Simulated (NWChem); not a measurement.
A series in which one site is exchanged, each optimised at PBE0/def2-SVP with NWChem, gas phase unless a solvent is named. All stand in one matching conformer (torsions within 35°), which need not be the lowest. 

A: B(C)(O)F (CH4BFO; site = B)
B: [CH3][Ga]([OH])[F] (CH$_{4}$FGaO; site = Ga)
C: [CH3][Al]([OH])[F] (CH$_{4}$AlFO; site = Al)

Question: Rank them by vertical ionisation energy, ΔSCF, CAM-B3LYP/def2-SVP (eV), lowest first.

Answer: C (11.45), B (11.53), A (12.53)
